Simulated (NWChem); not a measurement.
Si₂NH₇; SMILES N[SiH2][SiH3]

```xyz
10

Si     0.1756    -1.5589     0.0009
Si    -0.5617     0.6844     0.0030
N      0.6982     1.8841    -0.0043
H     -0.9695    -2.5257     0.0113
H      1.0087    -1.8376    -1.2138
H      1.0272    -1.8334     1.2036
H     -1.3950     0.8991     1.2275
H     -1.4074     0.8977    -1.2132
H      1.2680     1.9800    -0.8384
H      1.2774     1.9803     0.8234
```
Atoms are numbered in this order, from 1.

Computed with NWChem. Pople sets run with spherical d functions. Structure relaxed at the PBE0/def2-SVP level. Vzz is the largest principal value of the second derivative of the potential at the nucleus (NWChem prints the opposite sign); η is the asymmetry. Non-relativistic.

For level PBE/6-31G*:

```
Quantity        Value
-------------  ------
Vzz N3 (a.u.)  -0.850
```

### Question
How do the values read with level PBE0/6-31G* instead?

### Answer
- Vzz N3 (a.u.) = -0.869
